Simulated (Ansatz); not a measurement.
C2H8OSi2 can be A, `C[SiH]1CO[SiH2]1`, or B, `O[SiH2]/C=C/[SiH3]`.

Computed with Ansatz on PBE0-D4/def2-TZVP structures; ΔE is electronic, products minus reactants. CCSD(T)/CBS adds triple-zeta CCSD(T) − MP2 to the extrapolated MP2 energy (def2 sets, frozen cores). Functionals use def2-TZVPP. B3LYP here is the variant with VWN-RPA as its local correlation; programs differ in this. One conformer a species, not always the lowest.

Question: Which isomer does CCSD(T)/CBS put lower? Give the gap. (Best estimate.)

Answer: The calculation gave: B, by 6.9 kcal/mol.

Question: Give E(B) − E(A) in kcal/mol with B3LYP-D4, HF/def2-TZVPP, CCSD(T)/def2-TZVPP, PBE0-D4, PBE-D4, B2PLYP, ωB97M-V. (Estimate.)

Answer: The calculation gave: B3LYP-D4 -6.8, HF/def2-TZVPP -13.7, CCSD(T)/def2-TZVPP -7.0, PBE0-D4 -0.2, PBE-D4 0.0, B2PLYP -7.5, ωB97M-V -5.0. None reverses the order clearly.

Largest T1 diagnostic: 0.012.

In def2-TZVPP, CCSD(T) changes the Hartree–Fock value by +6.7 kcal/mol (the triples alone add +0.4 kcal/mol) and MP2 by +6.8 kcal/mol.
